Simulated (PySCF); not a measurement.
Si(Me)(OH)2(SH) (CH₆O₂SSi), SMILES C[Si](S)(O)O. Coordinates come from a PBE-D3(BJ)/def2-SVP optimisation. One conformer was computed; it need not be the lowest.

The numbers are results of PBE-D3(BJ)/def2-SVP (PySCF), not measurements.

Harmonic wavenumbers (cm⁻¹): 120, 142, 169, 196, 237, 243, 251, 290, 346, 469, 653, 704, 744, 758, 788, 825, 892, 938, 1223, 1377, 1380, 2620, 2982, 3082, 3090, 3758, 3766. Rotational constants (GHz): 3.538, 2.257, 2.132; symmetry number 1.

Task: Work out the zero-point energy and the ideal-gas rigid-rotor harmonic-oscillator thermochemistry at 298.15 K and 1 atm.

Result: ZPE = ½ Σ hcν = ½ × 32044 cm⁻¹ = 45.81 kcal/mol. H − E(el) = 51.81 kcal/mol. Entropy in cal/(mol K): translation 40.01, rotation 27.34, vibration 21.14, total 88.48. G − E(el) = 25.43 kcal/mol. Cp = 31.31 cal/(mol K). Modes under 150 cm⁻¹ make the vibrational entropy uncertain.
